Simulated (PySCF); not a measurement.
**Spin-Hamiltonian simulation**

Molecule: SMILES Oc1ccnnc1, C₄H₄N₂O.

Geometry:
```csv
atom,x (Å),y (Å),z (Å)
O1,1.955,0.833,0.090
C2,0.742,0.253,0.020
C3,-0.410,1.009,0.204
C4,-1.620,0.333,0.118
N5,-1.712,-0.962,-0.127
N6,-0.638,-1.668,-0.300
C7,0.552,-1.113,-0.234
H8,2.653,0.181,-0.057
H9,-0.349,2.066,0.404
H10,-2.560,0.849,0.249
H11,1.393,-1.778,-0.392
```

One computed conformer, in vacuum, non-relativistic Hamiltonian. Spin–spin couplings from B3LYP/pcJ-1 (spin–dipole term only in couplings to heteroatoms); GFN2-xTB geometry; GIAO PBE0/pcSseg-1 shieldings; PySCF 2.14.0 with density-fitted response routines.

Referencing at the same level of theory: 1H vs TMS.

Shifts (ppm): H9 7.01, H10 9.36, H11 9.08.
Couplings (Hz): H9–H10: 6.4; H9–H11: 3.2; H10–H11: 0.7.

The 3-spin Hamiltonian (Zeeman plus full scalar coupling among like nuclei) was diagonalised exactly; lines are Lorentzian, 1.0 Hz wide, and the maxima above 3 % are listed with the tallest set to 100.

(1) Give the 1H peak list of this spin system at 200 MHz.

(2) And at 500 MHz?

(3) Among coupled protons with different shifts, which pair is furthest from first order, and how does the field change that?

## Answers

(1) 
```json
{"Hz": "1875.5", "ppm": "9.377", "height": "94"}
{"Hz": "1875.0", "ppm": "9.375", "height": "95"}
{"Hz": "1869.1", "ppm": "9.345", "height": "97"}
{"Hz": "1868.6", "ppm": "9.343", "height": "97"}
{"Hz": "1817.9", "ppm": "9.089", "height": "97"}
{"Hz": "1817.4", "ppm": "9.087", "height": "98"}
{"Hz": "1814.7", "ppm": "9.073", "height": "100"}
{"Hz": "1814.2", "ppm": "9.071", "height": "98"}
{"Hz": "1406.8", "ppm": "7.034", "height": "73"}
{"Hz": "1403.6", "ppm": "7.018", "height": "73"}
{"Hz": "1400.4", "ppm": "7.002", "height": "72"}
{"Hz": "1397.2", "ppm": "6.986", "height": "70"}
```

(2) 
```csv
Hz,ppm,height
4683.4,9.367,96
4682.9,9.366,96
4677.1,9.354,97
4676.6,9.353,97
4541.9,9.084,98
4541.4,9.083,99
4538.7,9.077,100
4538.2,9.076,99
3509.8,7.020,72
3506.6,7.013,73
3503.4,7.007,73
3500.2,7.000,71
```

(3) H9 and H10: Δν/J is about 73.4 at 200 MHz (close to first order) and 183.6 at 500 MHz (close to first order). J in Hz doesn't depend on the field, while Δν in Hz grows in proportion to it.

OH/NH shifts are gas-phase values; hydrogen bonding in solution moves them, usually downfield. Unscaled 3J(H,H) at this level run about 10 % above measured values.
